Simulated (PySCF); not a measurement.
Computed shifts of a molecule C9H8N2S, PySCF with PBE/pcSseg-1, GIAO, gas phase, equivalent atoms averaged, in ppm (number of nuclei): ¹³C: 163.5 (1), 161.2 (1), 159.9 (1), 142.1 (1), 140.8 (1), 137.5 (1), 135.1 (1), 134.2 (1), 19.5 (1). ¹⁵N: 342.0 (1), 337.5 (1). ¹H: 9.60 (1), 9.02 (2), 7.42 (1), 7.31 (1), 2.78 (3). References: ¹³C against TMS (σ = 182.0 ppm); ³³S against H2S (σ = 706.5 ppm); ¹⁵N against NH3 (σ = 267.0 ppm); ¹H against TMS (σ = 31.49 ppm), references at their B3LYP-D3(BJ)/def2-TZVP geometries, non-relativistic. Geometry: B3LYP-D3(BJ)/def2-SVP. Other conformers were not sampled.

Problem. Identify the compound among the candidates.
A. Cc1ccsc1-c1cncnc1
B. C=Cc1cc(C)cc2nsnc12
C. C=Cc1ccc(C)c2nsnc12
D. C=Cc1c(C)ccc2nsnc12

Solution. A, Cc1ccsc1-c1cncnc1
